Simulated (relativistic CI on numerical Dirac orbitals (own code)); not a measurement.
**Hyperfine structure of Nb XIV, mass number 93**

Calculated at this level of theory: Dirac-Coulomb-Breit CI, KLI orbitals optimised for each configuration, model QED, unscaled Slater integrals (own radial code, finite nucleus).

CI space (outside the closed core [Ne] 3s2): 3p6 3d10, 3p6 3d9 4s, 3p6 3d9 4p, 3p6 3d9 4d, 3p6 3d8 4s2, 3p6 3d8 4s 4p, 3p6 3d9 4f, 3p6 3d9 5s, 3p6 3d8 4p2, 3p6 3d9 5p, 3p5 3d10 4s, 3p6 3d8 4s 4d, 3p6 3d9 5d, 3p6 3d8 4p 4d, 3p5 3d10 4p, 3p6 3d9 5f. Levels of other configurations are missing.

Nuclear spin I = 9/2, μ = 6.163 μN, Q = -0.32 b (tables of Stone and Pyykkö). The electronic factors are computed for point nuclear moments, without core polarisation or the Bohr-Weisskopf and QED corrections.

| Level | E (eV) | A (MHz) | B (MHz) |
| --- | --- | --- | --- |
| 3p6 3d9 4s 3D_3 | 185.519 | 24660 | 2280 |
| 3p6 3d9 4s 3D_2 | 186.124 | -12650 | 1580 |
| 3p6 3d9 4s 3D_1 | 188.395 | -16640 | 836 |
| 3p6 3d9 4s 1D_2 | 189.008 | 37170 | 1910 |
| 3p6 3d9 4p 3P°_2 | 212.993 | -228.5 | 866 |
| 3p6 3d9 4p 3F°_3 | 214.004 | 9865 | 1520 |
| 3p6 3d9 4p 3P°_1 | 216.240 | 3847 | -44.4 |
| 3p6 3d9 4p 3F°_2 | 216.367 | 16060 | 1460 |

Levels with J = 0, under 50 % of one LS term, or S terms without an open s electron are left out. Small factors come from cancelling terms and can be off by tens of per cent or more.

At this charge energies of transitions that change n are usually good to better than 1 %, and those within a shell (Δn = 0) to a few per cent.

Question: Give the hyperfine levels of 3p6 3d9 4s 3D_3 relative to its centre of gravity.

Answer: With K = F(F + 1) − I(I + 1) − J(J + 1), E = AK/2 + B[¾K(K + 1) − I(I + 1)J(J + 1)]/[2I(2I − 1)J(2J − 1)]: F = 3/2: -405800, F = 5/2: -344600, F = 7/2: -258900, F = 9/2: -148400, F = 11/2: -12960, F = 13/2: 147600, F = 15/2: 333400 MHz.

LS names give the leading component of a level, which can be under half, so a name can repeat, a term be missing and a line seem to break the LS rules.
